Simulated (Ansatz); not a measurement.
The cluster HgF2⁺ (the lowest doublet isomer of a short search). Total charge 1; doublet. Geometry PBE-D4/def2-TZVP, basis def2-TZVP, Ansatz.

```csv
atom,x (Å),y (Å),z (Å)
Hg1,0.0000,0.0001,0.0004
F2,-1.9260,-0.0702,-0.1809
F3,1.9260,0.0701,0.1805
```

| run | HOMO (eV) | LUMO (eV) |
| --- | --- | --- |
| A | -18.39 | -14.20 |
| B | -17.44 | -15.44 |
| C | -17.18 | -15.86 |
| D | -17.52 | -15.73 |
| E | -16.42 | -16.25 |
| F | -16.88 | -16.17 |

In the def2 sets Hg takes a core potential; there is no spin–orbit coupling. B3LYP takes the VWN-RPA correlation. The structure comes from a short search, and lower isomers may exist.

HOMO and LUMO are taken over both spins.

**Question.** The runs used B3LYP, BHLYP, PBE, PBE0, r2SCAN, r2SCANh. Estimate which is which.

**Answer.** A BHLYP (50 % exact exchange); B PBE0 (25 % exact exchange); C r2SCANh (10 % exact exchange); D B3LYP (20 % exact exchange); E PBE (0 % exact exchange); F r2SCAN (0 % exact exchange). Exact exchange lowers occupied and raises empty levels; among semilocal functionals meta-GGAs tend to open the gap a little, and such runs are hard to tell apart. The gap grows from 0.17 eV (PBE) to 4.18 eV (BHLYP).
